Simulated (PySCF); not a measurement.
CH8Ge2, SMILES [CH3][GeH2][GeH3]. Heavy atoms are numbered as in [CH3:1][GeH2:2][GeH3:3]. Hydrogens are named by the atom that carries them.

Geometry optimised at PBE-D3(BJ)/def2-SVP. This is a generated structure with no PubChem entry under its InChIKey; it may be hypothetical.

Calculation: PBE/pcSseg-1 (PySCF).

GIAO shieldings, no solvent; atoms alike by connectivity are averaged. δ = σ(ref) − σ: ¹³C against TMS (σ = 182.0 ppm); ⁷³Ge against GeH4 (σ = 1614.4 ppm); ¹H against TMS (σ = 31.49 ppm), references at their B3LYP-D3(BJ)/def2-TZVP geometries, non-relativistic.

Problem. Estimate the chemical shifts. (Estimate from the structure and the level; the computed values follow.)

Solution. 
| nucleus | atoms | count | δ (ppm) |
|---|---|---|---|
| ¹³C | C1 (CH3) | 1 | -0.9 |
| ⁷³Ge | Ge2 (GeH2) | 1 | 131.1 |
| ⁷³Ge | Ge3 (GeH3) | 1 | 16.0 |
| ¹H | H on Ge2 | 2 | 4.57 |
| ¹H | H on Ge3 | 3 | 4.12 |
| ¹H | H on C1 | 3 | 1.01 |
